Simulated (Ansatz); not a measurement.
Relaxation of C5H8S2 (15 atoms, charge 0, multiplicity 1), to a largest force component of 0.015 eV/Å in at most 40 steps.

The calculation used Ansatz, RKS PBE/6-31G.

```xyz
15
Properties=species:S:1:pos:R:3
C -3.902 1.206 1.432
C -2.757 1.173 1.420
S -1.099 1.073 1.420
C -0.709 0.987 -0.357
S 0.985 0.852 -0.777
C 1.290 -0.851 -0.267
C 2.736 -1.260 -0.629
H -4.975 1.337 1.421
H -1.166 1.903 -0.779
H -1.313 0.124 -0.762
H 0.572 -1.522 -0.759
H 1.170 -0.967 0.831
H 3.399 -0.611 -0.135
H 2.868 -2.289 -0.321
H 2.880 -1.206 -1.709
```

**Question.** Where does it end, and by what steps?

**Answer.** It converged. Limits of this set-up: no polarisation functions. After 12 steps the energy has fallen by 0.997 eV; H8 moved furthest, 0.65 Å. The start is strongly strained (largest force component 11 eV/Å).

| step | energy less start (eV) | largest force component (eV/Å) | accepted |
| --- | --- | --- | --- |
| 0 | 0.0000 | 10.683 | yes |
| 1 | -0.8223 | 1.842 | yes |
| 2 | -0.9694 | 0.841 | yes |
| 3 | -0.9851 | 0.147 | yes |
| 4 | -0.9898 | 0.067 | yes |
| 5 | -0.9932 | 0.112 | yes |
| 6 | -0.9949 | 0.154 | yes |
| 7 | -0.9962 | 0.133 | yes |
| 8 | -0.9969 | 0.040 | yes |
| 9 | -0.9971 | 0.047 | yes |
| 10 | -0.9972 | 0.023 | yes |
| 11 | -0.9972 | 0.017 | yes |
| 12 | -0.9973 | 0.014 | yes |

```xyz
15
Properties=species:S:1:pos:R:3
C -3.858 0.951 1.607
C -2.655 1.165 1.485
S -0.939 1.484 1.355
C -0.712 1.232 -0.561
S 1.062 0.901 -0.998
C 1.210 -0.896 -0.367
C 2.663 -1.354 -0.481
H -4.907 0.758 1.716
H -1.009 2.162 -1.062
H -1.371 0.400 -0.847
H 0.535 -1.517 -0.979
H 0.858 -0.896 0.677
H 3.329 -0.725 0.133
H 2.754 -2.396 -0.126
H 3.019 -1.320 -1.524
```

Whether the end is a true minimum wasn't checked by a vibrational analysis.

The run took 2.3 min on 1 CPU thread of a shared host.
